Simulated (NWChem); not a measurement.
System: InCl, singlet; SMILES [Cl][In]

NWChem input:

```
start job
memory heap 200 mb stack 900 mb global 1100 mb
geometry units angstroms noautosym nocenter noautoz
  In     0.000000     0.000000    -0.627988
  Cl     0.000000     0.000000     1.785506
end
basis spherical
  In library def2-svp
  Cl library def2-svp
end
ecp
  In library def2-ecp
end
dft
  xc xpbe96 cpbe96
  iterations 150
end
tddft
  cis
  nroots 6
  notriplet
end
task tddft energy
```

Low-valent species are run as closed-shell singlets; no triplet was tried in these runs. The geometry was optimised at PBE0-D3(BJ)/def2-TZVP. def2 effective core potentials on In; no spin-orbit coupling.

Vertical excitations in the gas phase.

Task: Predict the main results of this run. (PBE/def2-SVP with def2 effective core potentials on In, TDA.) Quantities: basis functions; lowest excitation, singlet (eV); lowest state with f > 0.02, singlet (eV); orbital gap (eV).

Result: 
| Property | Value |
|---|---|
| number of basis functions | 44 |
| lowest excitation, singlet (eV) | 4.41 |
| lowest state with f > 0.02, singlet (eV) | 4.41 |
| orbital gap (eV) | 3.84 |
